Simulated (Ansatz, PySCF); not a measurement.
Reaction (SMILES): O[SiH3] [hydroxysilane] -> [O][SiH3] + H atom (the H-O bond at the site shown breaks; other sites are not compared here)
Each molecule is optimised on its own at B3LYP-D3(BJ)/def2-TZVP (Ansatz, a quantum-chemistry and plane-wave program).

Quantity: bond dissociation energy (0 K, with B3LYP-D3(BJ) harmonic zero-point energies from PySCF), in kcal/mol. Valence correlation only, unless marked. UHF or UKS for open shells. No spin-orbit coupling. Non-relativistic. Basis-set limits of correlation are two-point, X^-3; Hartree-Fock from the larger set. The bracket is a focal-point correction in the basis named.

```csv
level,program,bond dissociation energy (kcal/mol)
PBE0-D3(BJ)/def2-TZVP,Ansatz + dftd3,111.4
PBE0/def2-TZVP,Ansatz,111.2
BHLYP-D3(BJ)/def2-TZVPD,Ansatz + dftd3,110.3
HSE06-D4/def2-TZVPD,Ansatz + dftd4,111.9
CAM-B3LYP-D3(BJ)/def2-TZVPD,Ansatz + dftd3,114.3
SCS-MP2/cc-pV(T+d)Z,Ansatz,119.8
SCS-MP2/def2-TZVPP,Ansatz,120.1
"RI-MP2/CBS(aug-cc-pV(T+d)Z,aug-cc-pV(Q+d)Z)+[CCSD(T)-MP2]/aug-cc-pV(T+d)Z",Ansatz,?
```

Question: Some entries are withheld; supply them.

Answer: 
- RI-MP2/CBS(aug-cc-pV(T+d)Z,aug-cc-pV(Q+d)Z)+[CCSD(T)-MP2]/aug-cc-pV(T+d)Z, bond dissociation energy (kcal/mol): 119.0
